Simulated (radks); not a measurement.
The numbers below are computed, except where a source is named.
Pm V, configuration [Xe] 4f3 (the NIST ground configuration). Level of theory: Dirac Kohn-Sham, PBE, spin-unpolarised, spherical densities, point nucleus; open shells fill j = l - 1/2 first (a radial shooting solver on a logarithmic mesh with Libxc functionals).

Spin-orbit splittings of the eigenvalues, e(l+1/2) - e(l-1/2), with zeta = 2 splitting/(2l+1) and mean radii in bohr:

shell	occ.	splitting (eV)	zeta (eV)	<r> j=l-1/2	<r> j=l+1/2
2p	6	560.1	373.4	0.08245	0.08897
3p	6	112.6	75.07	0.2498	0.2624
3d	10	24.38	9.754	0.2340	0.2379
4p	6	24.88	16.59	0.6051	0.6329
4d	10	4.478	1.791	0.6744	0.6841
4f	3	0.5836	0.1667	0.8693	0.8766
5p	6	4.045	2.696	1.503	1.572
5d	0	0.4940	0.1976	2.012	2.038
